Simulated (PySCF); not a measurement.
**How methods differ on the excitation energy of Zr²⁺**

Zr²⁺ [Kr] 4d2 (3F) → Zr²⁺ [Kr] 4d1 5s1 (3D), as a difference of total energies. Computed with PySCF 2.14 in aug-cc-pVTZ-PP with ECP28MDF, with scalar relativity through the core potential. Correlated levels: valence: 4s2 4p6 frozen. The calculations carry no spin-orbit coupling.

| method | excitation energy (cm⁻¹) |
| --- | --- |
| UHF | 18702 |
| LDA | 15062 |
| PBE | 17063 |
| PBE0 | 18456 |
| r2SCAN | 18672 |
| r2SCANh | 18912 |
| wB97X | 19614 |
| B3LYP | 17114 |
| wB97M-V | 18161 |
| MP2 (valence) | 18497 |
| SCS-MP2 (valence) | 18633 |
